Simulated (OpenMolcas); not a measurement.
## Ni⁴⁺: the spin-orbit constant, worked from levels

```
Program             : OpenMolcas
Basis               : ANO-R2 [6s5p4d2f1g]
Scalar Hamiltonian  : X2C, finite nucleus
Active space        : 12 electrons in 8 orbitals (RAS1 3p, at most 2 holes; RAS2 3d)
State averaging     : 2S+1 = 5 even, 5 roots; 2S+1 = 3 even, 45 roots; 2S+1 = 1 even, 44 roots
Spin-orbit coupling : state interaction with AMFI integrals over the reference wave functions, term energies averaged over their components
```

Methods: RASSCF; MS-RASPT2, IPEA 0.25 Eh, imaginary shift 0.1 Eh (closed shells correlated: 3s). Measured levels: Corliss and Sugar, J. Phys. Chem. Ref. Data 10, 197 (1981).

**The spin-orbit constant.** For the Hund term ⁵D of d6, E(J) = (A/2) J(J+1) + constant and ζ = -2S·A = -4A. From J = 0 to J = 4 the energy changes by 10 A.

```json
{"Source": "RASSCF", "E(4) - E(0)": "-1987.3", "A": "-198.7", "ζ": "795"}
{"Source": "MS-RASPT2", "E(4) - E(0)": "-1989.5", "A": "-198.9", "ζ": "796"}
{"Source": "measured", "E(4) - E(0)": "-2057.6", "A": "-205.8", "ζ": "823"}
```

All in cm-1. MS-RASPT2 is off by -3.3 % and RASSCF by -3.4 %. Both methods take the spin-orbit matrix elements from the reference wave functions, so the second can move ζ only through the term energies and any multistate remixing. Second-order mixing with other terms is absorbed into this ζ.

CASPT2 breaks the degeneracy within a term, and the mean is taken; among the terms shown or strongly mixed into the levels shown the widest spread is 11 cm-1 (3d⁶ ⁵D, MS-RASPT2). Active for correlation alone: 3p; no level in the range computed is led by a configuration that opens it, so any true level of that kind is missing. Without dynamic correlation excited terms often stand tens of per cent too high (terms of higher spin than the ground term too low), and those without a measured partner can miss by more than the paired ones (holds for RASSCF). Computed and measured levels are paired by configuration, term and J; levels that our copy of the source lacks, or whose pairing is in doubt (as where it misses far off the trend of its configuration), stay unpaired and out of the deviations. Only configurations of the active space appear.
